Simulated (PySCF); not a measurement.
Geometries of 2 isomers of C5H8Si, from PBE0-D3(BJ)/def2-SVP geometry optimisation, gas phase in PySCF 2.14.0. One conformer each, no zero-point energy, no frequencies.

**Question.** Which is lower in electronic energy at this level?
A.
```xyz
14
angstrom
C      1.696    0.400    2.051
C      0.950    0.273    1.102
C      0.064    0.124   -0.022
C      0.180    1.200   -1.088
C     -1.372   -0.355    0.313
Si    -0.355   -1.644   -0.554
H      2.361    0.510    2.887
H     -0.473    0.980   -1.947
H      1.212    1.280   -1.458
H     -0.118    2.180   -0.680
H     -1.593   -0.487    1.377
H     -2.173    0.161   -0.229
H      0.193   -2.782    0.221
H     -0.580   -1.885   -2.002
```
B.
```xyz
14
angstrom
C      3.537    0.574    0.272
C      2.323    0.058    0.270
C      1.154   -0.446    0.263
C     -0.064   -0.965    0.269
C     -1.214   -0.462    1.078
Si    -2.417    0.556    0.016
H      4.325    0.171   -0.373
H      3.795    1.420    0.917
H     -0.265   -1.811   -0.403
H     -0.869    0.174    1.908
H     -1.784   -1.303    1.510
H     -2.918   -0.276   -1.121
H     -1.722    1.759   -0.529
H     -3.583    0.988    0.848
```

**Answer.** B. That is `C=C=C=CC[SiH3]`, 4.2 kcal/mol below the other.

```json
{"SMILES": "C=C=C=CC[SiH3]", "atoms numbered as above": "[CH2:1]=[C:2]=[C:3]=[CH:4][CH2:5][SiH3:6]", "E (Eh)": "-484.14905", "relative (kcal/mol)": "0.0", "relative (kJ/mol)": "0.0", "dipole (D)": "0.64"}
{"SMILES": "C#C[C@]1(C)C[SiH2]1", "atoms numbered as above": "[CH:1]#[C:2][C@:3]1([CH3:4])[CH2:5][SiH2:6]1", "E (Eh)": "-484.14235", "relative (kcal/mol)": "4.2", "relative (kJ/mol)": "17.6", "dipole (D)": "0.98"}
```

As drawn, the lower has cumulated double bonds and a C=C bond outside aromatic rings, which the higher lacks; the higher has a three-membered ring and a C≡C bond, which the lower lacks.
